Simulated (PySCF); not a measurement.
```xyz
5
charge 0 multiplicity 1, angstrom
Te    0.0000    0.0000   -0.0188
H     0.0000    1.6126    0.6049
H     0.0000   -1.6126    0.6049
H     1.6126    0.0000    0.6049
H    -1.6126    0.0000    0.6049
```

Level of theory: PBE0 in PySCF with Te def2-TZVP with ECP28, H def2-TZVP; scalar-relativistic core potentials, no spin–orbit coupling; density-fitted integrals.

This geometry of TeH4 is a stationary point at this level.

**Question.** What is the point group?

**Answer.** C4v.

**Question.** Is it a minimum?

**Answer.** Yes: all harmonic wavenumbers are real.

**Question.** List the harmonic modes with their infrared intensities.

**Answer.** 
| symmetry | ω (cm⁻¹) | IR (km/mol, summed over degenerate members) |
| --- | --- | --- |
| b1 | 270 | 0.0 |
| a1 | 825 | 69.9 |
| e | 1102 | 329 |
| b2 | 1252 | 0.0 |
| b1 | 1726 | 0.0 |
| e | 1771 | 866 |
| a1 | 1928 | 20.3 |

**Question.** What is the atomisation energy, with and without zero-point energy?

**Answer.** 797 kJ/mol without, 727 kJ/mol with.

In C4v the vibrations span 2b1 + 2a1 + 2e + b2. The b1, b2 modes carry no infrared intensity, as symmetry demands.

Only a few start shapes were tried, so a lower isomer may exist.
